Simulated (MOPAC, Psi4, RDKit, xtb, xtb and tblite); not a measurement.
Two geometries of SMILES C#C[SiH2]CC=C (C5H8Si), relaxed at GFN2-xTB with one dihedral held; other torsions can differ between them too.

Structure A

```
14

C     -2.9184     0.8804    -1.0944
C     -2.1669     0.4877    -0.2419
Si    -1.0029    -0.1228     1.0598
C      0.4859    -0.9851     0.2090
C      0.6312    -0.5716    -1.2125
C      1.5831     0.2208    -1.6715
H     -3.5741     1.2280    -1.8407
H     -1.7131    -1.0753     1.9232
H     -0.5372     1.0437     1.8199
H      1.4007    -0.7599     0.7582
H      0.3366    -2.0661     0.2508
H     -0.1316    -0.9469    -1.8825
H      2.3518     0.6148    -1.0260
H      1.6396     0.5066    -2.7078
```

Structure B

```
14

C     -2.8553     0.8649    -1.1294
C     -2.1279     0.4804    -0.2524
Si    -0.9864    -0.1205     1.0753
C      0.4854    -0.9975     0.2169
C      1.4804    -0.0150    -0.2870
C      2.6603     0.2102     0.2631
H     -3.4960     1.2009    -1.8940
H     -1.7200    -1.0914     1.8983
H     -0.5192     1.0197     1.8697
H      0.9640    -1.6761     0.9247
H      0.1056    -1.5969    -0.6121
H      1.1673     0.5574    -1.1514
H      2.9966    -0.3427     1.1258
H      3.3420     0.9480    -0.1245
```

Question: Which is lower in energy at the level B3LYP-D3(BJ)/def2-TZVP // GFN2-xTB run with Psi4 1.11, and by how much?

Answer: B is lower, by 3.64 kJ/mol (dihedral C2–Si3–C4–C5: 20° in A, 80° in B).

E(B) − E(A) in kJ/mol at the other levels, on the same two geometries: GFN2-xTB (xtb and tblite) -2.80; MMFF94 // GFN2-xTB (RDKit) -6.45; B3LYP/def2-TZVP // GFN2-xTB (Psi4) -4.97; PBE/def2-TZVP // GFN2-xTB (Psi4) -4.41; PBE-D3(BJ)/def2-TZVP // GFN2-xTB (Psi4) -3.61; UFF // GFN2-xTB (RDKit) -5.26; PM6, restricted, heats of formation // GFN2-xTB (MOPAC) -3.09; AM1, restricted, heats of formation // GFN2-xTB (MOPAC) -3.17; GFN1-xTB // GFN2-xTB (xtb) -2.23.
